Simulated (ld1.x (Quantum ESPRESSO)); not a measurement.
**Which change was made? (V, ultrasoft)**

```
Element                 : vanadium (V)
Generator               : ld1.x (Quantum ESPRESSO) 7.5
Type                    : ultrasoft
Functional              : PBE
Relativity              : fully relativistic
Frozen core             : [Ar]
Valence charge          : 5
Reference configuration : 3d3 4s2 4p0
Partial waves           : 4s (bound): rcut 2.40, rcutus 3.20 bohr; 4s channel at 1.8 Ry: rcut 2.40, rcutus 3.20 bohr; 4p (bound, empty): rcut 0.90, rcutus 1.10 bohr; 4p channel at 1.8 Ry: rcut 0.90, rcutus 1.10 bohr; 3d (bound): rcut 1.10, rcutus 1.25 bohr; 3d channel at 0.75 Ry: rcut 1.10, rcutus 1.25 bohr
Local potential         : all-electron potential smoothed inside 2.55 bohr (lloc = -2)
Core correction         : a·sin(br)/r model core inside 1.05 bohr
Augmentation charge     : PSQ, inside the norm-conserving radii
```

Open shells are filled in proportion to 2j + 1 (rel_dist='average').

Cutoffs, loose and tight: the cutoffs (Ry, on a coarse ladder) from which the occupation-weighted sum of valence levels, in a spherical-Bessel basis at the reference potential, stays within 10 and 1 mRy of its value at 400 Ry. They do not see the model core or the augmentation charge, which bear on the density cutoff. Test errors are all-electron minus pseudo excitation energies from the reference, over the configurations 3d3 4s1 4p0; 3d3 4s0 4p0; 3d2 4s0 4p0; 3d3.5 4s1.5 4p0; 3d1 4s0 4p0; 3d2 4s2 4p1; 3d3 4s0 4p2; variants that change the core or the reference have their own tests. The largest error is taken over the tests solved by every variant that gives reliable tests at all, those not shown here included: 3d1 4s0 4p0; 3d2 4s0 4p0; 3d3 4s0 4p0; 3d3 4s1 4p0; 3d3.5 4s1.5 4p0.

The base gives: outcome: generated; cutoff, loose: 70 Ry; cutoff, tight: 110 Ry; bound ghosts: p1/2, p3/2; largest test error (meV): -2291.

Q: After one change the result is: outcome: generated; cutoff, loose: 35 Ry; cutoff, tight: 50 Ry; bound ghosts: p1/2, p3/2; largest test error (meV): -2264. Which change was it?
A. waves 3d (bound): rcut 1.10, rcutus 1.90 bohr; 3d channel at 0.75 Ry: rcut 1.10, rcutus 1.90 bohr
B. waves 3d (bound): rcut 1.02, rcutus 1.08 bohr; 3d channel at 0.75 Ry: rcut 1.02, rcutus 1.08 bohr
C. waves 3d (bound): rcut 0.88, rcutus 0.94 bohr; 3d channel at 0.75 Ry: rcut 0.88, rcutus 0.94 bohr
D. waves 3d (bound): rcut 1.10, rcutus 1.40 bohr; 3d channel at 0.75 Ry: rcut 1.10, rcutus 1.40 bohr
E. waves 3d (bound): rcut 1.10, rcutus 1.70 bohr; 3d channel at 0.75 Ry: rcut 1.10, rcutus 1.70 bohr

A: E. The others give: waves 3d (bound): rcut 1.02, rcutus 1.08 bohr; 3d channel at 0.75 Ry: rcut 1.02, rcutus 1.08 bohr → outcome: generated; cutoff, loose: 90 Ry; cutoff, tight: 140 Ry; bound ghosts: p1/2, p3/2; largest test error (meV): -2475 | waves 3d (bound): rcut 0.88, rcutus 0.94 bohr; 3d channel at 0.75 Ry: rcut 0.88, rcutus 0.94 bohr → outcome: generated; cutoff, loose: 110 Ry; cutoff, tight: 180 Ry; bound ghosts: p1/2, p3/2; largest test error (meV): -2386 | waves 3d (bound): rcut 1.10, rcutus 1.90 bohr; 3d channel at 0.75 Ry: rcut 1.10, rcutus 1.90 bohr → outcome: generated; cutoff, loose: 30 Ry; cutoff, tight: 40 Ry; bound ghosts: p1/2, p3/2; largest test error (meV): -2204 | waves 3d (bound): rcut 1.10, rcutus 1.40 bohr; 3d channel at 0.75 Ry: rcut 1.10, rcutus 1.40 bohr → outcome: generated; cutoff, loose: 50 Ry; cutoff, tight: 80 Ry; bound ghosts: p1/2, p3/2; largest test error (meV): -2204.
